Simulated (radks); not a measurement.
Values are calculated unless marked as measured or tabulated.
Numerical settings for neutral ytterbium, [Xe] 4f14 6s2. Level of theory: Dirac Kohn-Sham, PBE, spin-unpolarised, spherical densities, finite nucleus; Fermi nuclear charge, rms radius 5.3108 fm (a radial shooting solver on a logarithmic mesh with Libxc functionals). The defaults (mesh step 0.008 in ln r, mesh end at 40 bohr or more with all orbitals vanishing there, Anderson mixing 0.5 over 9 steps, residual threshold near 1e-9 with the energy settled to 1e-9 hartree or 1e-11 of itself, here a cap of 55 iterations) give E = -14074.2834 hartree and 4f7/2 at -2.446 eV in 25 iterations. Run on one thread of a shared host, so times are rough (Arm Neoverse N1): 0.34 s of CPU time, 0.34 s wall, 25 iterations on 2440 mesh points. Changes against that run (0 stands for a change within the tolerance of the run):

| setting | iterations | converged | E (mhartree) | e(4f7/2) (meV) | CPU (s) |
|---|---|---|---|---|---|
| mesh step in ln r 0.08 | 8 | no | diverged | - | 0.06 |
| mesh step in ln r 0.012 | 25 | yes | 0 | 0 | 0.24 |
| mesh step in ln r 0.2 | 4 | no | diverged | - | 0.01 |
| mesh end (bohr) 1 | 14 | level above zero | +3.05e+05 | +3.82e+05 | 0.14 |
| mesh end (bohr) 20 | 19 | yes | 0 | +0.0132 | 0.25 |
| residual threshold 1e-13 | 37 | yes | 0 | 0 | 0.42 |
| residual threshold 0.01 | 18 | yes | 0 | -9.37 | 0.27 |
| mixing 1.5 | 45 | yes | 0 | 0 | 0.69 |
| linear mixing, mixing 0.5 | 55 | no | +2.07e+04 | -1.42e+05 | 1.1 |
| linear mixing, mixing 1 | 55 | no | +3.06e+05 | -1.49e+06 | 2.6 |
| mixing history 20 | 37 | yes | 0 | 0 | 0.47 |
| iteration cap 2 | 2 | no | +826 | -1.92e+04 | 0.05 |

Settled on a wrong energy, with an occupied level pushed above zero by the early mesh end: mesh end (bohr) 1 (+305 hartree). Apart from these: no run marked as converged misses the energy by more than 1 mhartree. A mesh that ends early acts as a hard wall.
